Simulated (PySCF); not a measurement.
Problem. Give a PBE0-D3(BJ)/def2-SVP geometry of InChI=1S/C4H7BrO/c1-6-4-2-3(4)5/h3-4H,2H2,1H3/t3-,4+/m0/s1.

Solution. 
```xyz
13
C4H7BrO angstrom
C      1.9645   -0.0001   -0.0775
O      0.8058   -0.7573   -0.3047
C     -0.2620   -0.3461    0.4494
C     -1.6196   -0.7000   -0.0546
C     -1.1843    0.7346   -0.0565
Br    -0.8105    1.6001   -1.7140
H      2.7525   -0.4025   -0.7281
H      2.2991   -0.0792    0.9747
H      1.8107    1.0660   -0.3204
H     -0.0907   -0.3489    1.5378
H     -1.6368   -1.2047   -1.0240
H     -2.3962   -1.0098    0.6492
H     -1.6264    1.4314    0.6589
```

Any rigid rotation of these coordinates is as good. Atoms count from 1 in this order. Of the pairs four or more bonds apart, Br6···H9 is among the closest relative to their van der Waals radii: 3.02 Å, 99 % of the sum of Bondi's values. The C–O distances run from 1.370 Å (O2–C3, drawn single) to 1.403 Å (C1–O2, drawn single), a spread of 0.033 Å. The 3-membered ring C3–C4–C5 has internal angles of 59.4° to 60.6°.

Bonds between heavy atoms (Å): C1–O2 1.403, O2–C3 1.370, C3–C4 1.491, C4–C5 1.499, C5–Br6 1.907, C3–C5 1.508.

Theory: PBE0-D3(BJ)/def2-SVP geometry optimisation, gas phase in PySCF.

Point group: C1 (no symmetry element, even within 0.4 Å). No PBE0-D3(BJ)/def2-SVP frequencies stand behind this structure, so it isn't proved a minimum. The numbers are those of one conformer (C1–O2–C3–C4 157°).
